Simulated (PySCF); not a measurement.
```xyz
4
charge 1 multiplicity 2, angstrom
Se   -1.2926    0.0000   -0.0001
Sn    1.4754    0.0000    0.0001
Sn   -0.3068    2.5554    0.0000
Sn   -0.3069   -2.5554    0.0000
```

Computed with UB3LYP/[Se def2-SVP, Sn def2-SVP with ECP28], scalar-relativistic core potentials, density fitting, no spin–orbit coupling, PySCF.

This geometry of [Sn3Se]+ is a stationary point at this level.

Question: What is the point group?

Answer: C2v.

Question: Is it a minimum?

Answer: Yes: all harmonic wavenumbers are real.

Question: Which band is strongest in the infrared?

Answer: 141 cm⁻¹ (b2), 7 km/mol.

Question: What are the dipole moment and the gap between the highest occupied and lowest empty levels of either spin?

Answer: 1.91 D about the centre of mass and 0.59 eV.

Question: Give the atomic charges and bond orders.

Answer: 
```csv
atom,Mulliken,Löwdin,polar tensor,spin (Mulliken),Mayer order to Se1
Se1,-0.33,0.01,-0.38,0.00,–
Sn2,0.36,0.29,0.43,-0.05,0.91
"Sn3,4",0.49,0.35,0.47,0.53,0.76
```
Other Mayer orders above 0.3: Sn–Sn 0.31, Sn–Sn 0.63 (×2).

Other isomers or separated fragments may lie lower. At this level a quartet minimum of C3v symmetry lies 36 kJ/mol below this structure. Spin–orbit coupling, left out here, can matter for elements this heavy.
